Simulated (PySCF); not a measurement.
Molecule: `[SiH2](NC)O[SiH2]O[SiH3]`, CH₁₁NO₂Si₃.

Geometry (Å), atoms numbered from 1 in this order:
```xyz
18

C    -1.710    1.126   -0.277
N    -2.161   -0.232   -0.477
Si   -1.137   -1.586   -0.739
O     0.051   -1.570    0.364
Si    1.285   -0.908    1.159
O     1.951    0.288    0.292
Si    2.173    1.156   -1.054
H    -2.447    1.680    0.310
H    -0.772    1.105    0.273
H    -1.545    1.661   -1.220
H    -3.078   -0.262   -0.898
H    -1.940   -2.764   -0.433
H    -0.469   -1.650   -2.046
H     2.281   -1.958    1.306
H     0.785   -0.276    2.372
H     3.613    1.118   -1.304
H     1.419    0.575   -2.165
H     1.692    2.503   -0.740
```

Frames of a GFN2-xTB Langevin trajectory at 300 K; GIAO PBE0/pcSseg-1 shieldings in PySCF 2.14, gas phase, non-relativistic; equivalent atoms averaged within each frame.

δ = σ(ref) − σ, references computed at the same level: TMS for 13C (σref 186.93), 29Si (σref 349.16), 1H (σref 31.72); 15N (σref 267.73) against NH3; H2O for 17O (σref 336.08). The references are static minima.

Question: How do the shifts (ppm) fluctuate along the trajectory?

Answer: 
```tsv
time (fs)	C1	N2	Si3	Si5	Si7	O4	O6	H12/H13	H16/H17/H18	H14/H15
optimised geometry	30.4	27.5	-38.2	-47.5	-44.6	72.6	43.0	5.27	5.24	5.05
250	30.0	25.7	-38.9	-43.1	-50.9	77.5	43.5	5.84	5.25	5.22
425	34.6	44.4	-45.8	-46.4	-51.5	95.5	48.9	4.39	5.54	5.25
625	29.2	28.6	-52.2	-49.0	-45.9	73.5	37.0	5.21	5.64	4.63
800	37.7	41.9	-57.0	-47.9	-45.7	102.7	43.4	5.12	5.10	5.11
1000	24.9	8.8	-32.7	-33.4	-45.3	78.0	57.7	4.98	5.76	4.92
mean of frames	31.3	29.9	-45.3	-43.9	-47.9	85.4	46.1	5.11	5.46	5.03
standard deviation	5.0	14.3	9.8	6.3	3.1	12.9	7.8	0.52	0.27	0.26
```

5 frames give an uncertainty of the mean of about the standard deviation over 2.2 at best, since frames this close in time may not be independent; classical motion lacks zero-point vibration, and the reference would need the same averaging.
